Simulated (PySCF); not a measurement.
Compound: C₆H₆FNO.
Structure used (GFN2-xTB), in Å, numbered top down from 1:
```
atom  x, y, z in Å
O1    -2.7370   -1.1721    0.3038
C2    -2.6846    0.0217    0.1713
N3    -1.5571    0.7679    0.0722
C4    -0.2550    0.2748    0.1089
C5     0.1646   -0.9982    0.2440
C6     1.6584   -1.0285    0.2267
C7     1.9890    0.4146    0.0618
F8     3.2572    0.8370   -0.0026
C9     0.8869    1.1685   -0.0068
H10   -3.5889    0.6577    0.1138
H11   -1.6435    1.7677   -0.0365
H12   -0.4502   -1.8690    0.3487
H13    2.0755   -1.4372    1.1496
H14    2.0521   -1.6310   -0.5947
H15    0.8282    2.2340   -0.1246
```

Vertical excitations from PySCF (density fitting, frozen core in the response, grid level 2 and gas phase unless stated; continuum runs use non-equilibrium linear response for the excitations) on a GFN2-xTB geometry. Reference run:

```json
{"settings": "PBE0/def2-SVPD, full TDDFT, 6 singlets", "S1, eV (f)": "4.61 (0.020)", "S2, eV (f)": "5.22 (0.001)", "S3, eV (f)": "5.50 (0.001)", "S4, eV (f)": "5.59 (0.048)", "S5, eV (f)": "6.05 (0.000)", "S6, eV (f)": "6.31 (0.427)", "T1, eV (Tamm–Dancoff)": "2.90", "mean α (au)": "80.1"}
```

**Question.** What do these settings give: B3LYP/cc-pVDZ, grid level 3, start guess sap, TDA, 1 singlet?

**Answer.** 
```json
{"settings": "B3LYP/cc-pVDZ, grid level 3, start guess sap, TDA, 1 singlet", "S1, eV (f)": "4.89 (0.039)", "S2, eV (f)": "–", "S3, eV (f)": "–", "S4, eV (f)": "–", "S5, eV (f)": "–", "S6, eV (f)": "–", "T1, eV (Tamm–Dancoff)": "2.93", "mean α (au)": "69.0"}
```

S1 moves by +0.28 eV; functional, basis and response scheme change together, so the shift can't be laid on one. States are counted by energy in each run and needn't keep their character from row to row.

**Question.** Which orbital pairs make up S1 in each run, and how does it sit against the orbital gap?

**Answer.** 
```csv
settings,S1 configurations (weight),S1 (eV),orbital gap (eV),S1 − gap (eV)
"PBE0/def2-SVPD, full TDDFT, 6 singlets",H→L 0.98,4.61,5.33,-0.72
"B3LYP/cc-pVDZ, grid level 3, start guess sap, TDA, 1 singlet",H→L 0.95,4.89,4.96,-0.07
```

One conformer stands for the species.
